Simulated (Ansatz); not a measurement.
The cluster B5Cl3. Total charge 0; singlet. Geometry B3LYP-D4/def2-SVP.

Cartesian coordinates in Å:
```
B -1.022 0.807 -0.833
B -0.061 1.607 0.071
B 0.098 -0.117 0.080
B 1.061 1.205 1.021
B -1.377 -0.606 -1.255
Cl 2.343 0.992 2.124
Cl -1.800 -2.168 -1.750
Cl 0.758 -1.719 0.542
```

Another isomer (singlet) lies 0.52 eV lower at PBE0-D4/def2-TZVP; other spin states weren't run for this one.

Question: Estimate the orbital energies around the gap (eV) in Ansatz with HF/STO-3G, PBE-D4/def2-SVP, PBE-D4/def2-TZVP, PBE0-D4/def2-SVP, CAM-B3LYP-D4/def2-TZVP.

Answer: 
```json
{"orbital": "HOMO−13", "HF/STO-3G": "-18.84", "PBE-D4/def2-SVP": "-13.47", "PBE-D4/def2-TZVP": "-13.65", "PBE0-D4/def2-SVP": "-15.46", "CAM-B3LYP-D4/def2-TZVP": "-17.15"}
{"orbital": "HOMO−12", "HF/STO-3G": "-16.06", "PBE-D4/def2-SVP": "-12.30", "PBE-D4/def2-TZVP": "-12.39", "PBE0-D4/def2-SVP": "-14.00", "CAM-B3LYP-D4/def2-TZVP": "-15.48"}
{"orbital": "HOMO−11", "HF/STO-3G": "-14.98", "PBE-D4/def2-SVP": "-11.47", "PBE-D4/def2-TZVP": "-11.54", "PBE0-D4/def2-SVP": "-13.12", "CAM-B3LYP-D4/def2-TZVP": "-14.55"}
{"orbital": "HOMO−10", "HF/STO-3G": "-14.51", "PBE-D4/def2-SVP": "-11.20", "PBE-D4/def2-TZVP": "-11.32", "PBE0-D4/def2-SVP": "-12.81", "CAM-B3LYP-D4/def2-TZVP": "-14.28"}
{"orbital": "HOMO−9", "HF/STO-3G": "-13.61", "PBE-D4/def2-SVP": "-9.80", "PBE-D4/def2-TZVP": "-9.89", "PBE0-D4/def2-SVP": "-11.42", "CAM-B3LYP-D4/def2-TZVP": "-12.94"}
{"orbital": "HOMO−8", "HF/STO-3G": "-13.20", "PBE-D4/def2-SVP": "-9.72", "PBE-D4/def2-TZVP": "-9.79", "PBE0-D4/def2-SVP": "-11.21", "CAM-B3LYP-D4/def2-TZVP": "-12.65"}
{"orbital": "HOMO−7", "HF/STO-3G": "-13.00", "PBE-D4/def2-SVP": "-9.40", "PBE-D4/def2-TZVP": "-9.48", "PBE0-D4/def2-SVP": "-10.89", "CAM-B3LYP-D4/def2-TZVP": "-12.37"}
{"orbital": "HOMO−6", "HF/STO-3G": "-12.62", "PBE-D4/def2-SVP": "-9.31", "PBE-D4/def2-TZVP": "-9.41", "PBE0-D4/def2-SVP": "-10.86", "CAM-B3LYP-D4/def2-TZVP": "-12.27"}
{"orbital": "HOMO−5", "HF/STO-3G": "-12.19", "PBE-D4/def2-SVP": "-8.75", "PBE-D4/def2-TZVP": "-8.90", "PBE0-D4/def2-SVP": "-10.29", "CAM-B3LYP-D4/def2-TZVP": "-11.79"}
{"orbital": "HOMO−4", "HF/STO-3G": "-11.47", "PBE-D4/def2-SVP": "-8.52", "PBE-D4/def2-TZVP": "-8.63", "PBE0-D4/def2-SVP": "-9.95", "CAM-B3LYP-D4/def2-TZVP": "-11.36"}
{"orbital": "HOMO−3", "HF/STO-3G": "-11.09", "PBE-D4/def2-SVP": "-7.87", "PBE-D4/def2-TZVP": "-8.00", "PBE0-D4/def2-SVP": "-9.35", "CAM-B3LYP-D4/def2-TZVP": "-10.76"}
{"orbital": "HOMO−2", "HF/STO-3G": "-9.59", "PBE-D4/def2-SVP": "-7.24", "PBE-D4/def2-TZVP": "-7.41", "PBE0-D4/def2-SVP": "-8.54", "CAM-B3LYP-D4/def2-TZVP": "-9.94"}
{"orbital": "HOMO−1", "HF/STO-3G": "-7.70", "PBE-D4/def2-SVP": "-6.76", "PBE-D4/def2-TZVP": "-6.90", "PBE0-D4/def2-SVP": "-7.73", "CAM-B3LYP-D4/def2-TZVP": "-8.84"}
{"orbital": "HOMO", "HF/STO-3G": "-7.28", "PBE-D4/def2-SVP": "-5.55", "PBE-D4/def2-TZVP": "-5.71", "PBE0-D4/def2-SVP": "-6.65", "CAM-B3LYP-D4/def2-TZVP": "-7.91"}
{"orbital": "LUMO", "HF/STO-3G": "2.38", "PBE-D4/def2-SVP": "-4.18", "PBE-D4/def2-TZVP": "-4.32", "PBE0-D4/def2-SVP": "-3.52", "CAM-B3LYP-D4/def2-TZVP": "-2.51"}
{"orbital": "LUMO+1", "HF/STO-3G": "5.47", "PBE-D4/def2-SVP": "-1.90", "PBE-D4/def2-TZVP": "-2.12", "PBE0-D4/def2-SVP": "-1.16", "CAM-B3LYP-D4/def2-TZVP": "-0.28"}
{"orbital": "LUMO+2", "HF/STO-3G": "7.43", "PBE-D4/def2-SVP": "-1.17", "PBE-D4/def2-TZVP": "-1.38", "PBE0-D4/def2-SVP": "-0.30", "CAM-B3LYP-D4/def2-TZVP": "0.68"}
{"orbital": "LUMO+3", "HF/STO-3G": "7.60", "PBE-D4/def2-SVP": "-0.97", "PBE-D4/def2-TZVP": "-1.22", "PBE0-D4/def2-SVP": "0.04", "CAM-B3LYP-D4/def2-TZVP": "1.07"}
{"orbital": "LUMO+4", "HF/STO-3G": "8.66", "PBE-D4/def2-SVP": "0.06", "PBE-D4/def2-TZVP": "-0.30", "PBE0-D4/def2-SVP": "0.96", "CAM-B3LYP-D4/def2-TZVP": "1.61"}
{"orbital": "LUMO+5", "HF/STO-3G": "11.05", "PBE-D4/def2-SVP": "0.88", "PBE-D4/def2-TZVP": "0.10", "PBE0-D4/def2-SVP": "1.79", "CAM-B3LYP-D4/def2-TZVP": "1.80"}
```
